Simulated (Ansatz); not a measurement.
Reaction (hydrogenolysis of a B–C bond): `BB(C)C[SiH3]` + H₂ → `BBC` + `C[SiH3]`

Computed with Ansatz on PBE0-D4/def2-TZVP structures; ΔE is electronic, products minus reactants. CCSD(T)/CBS adds triple-zeta CCSD(T) − MP2 to the extrapolated MP2 energy (def2 sets, frozen cores). This one scheme is used for every species. Functionals use def2-TZVPP. B3LYP here is the variant with VWN-RPA as its local correlation; programs differ in this. Each species was taken in one conformer, which may not be the lowest.

CCSD(T)/CBS gives -3.1 kJ/mol.

**Question.** Another level gave -6.7 kJ/mol. Which?
A. HF/def2-TZVPP
B. SCS-MP2/def2-TZVPP
C. PBE/def2-TZVPP
D. B3LYP/def2-TZVPP

**Answer.** B. SCS-MP2/def2-TZVPP -6.7, PBE -11.5, HF/def2-TZVPP -38.3, B3LYP -23.8 kJ/mol.

Largest T1 diagnostic among the species: 0.011.

The D4 term adds +16.1 kJ/mol with B3LYP and +9.2 kJ/mol with PBE0; it sums over pairs of atoms, weighted by their polarisabilities, and B3LYP, whose exchange is more repulsive, gets the larger term. In def2-TZVPP, CCSD(T) changes the Hartree–Fock value by +33.7 kJ/mol (the triples alone add +6.4 kJ/mol) and MP2 by +40.5 kJ/mol.
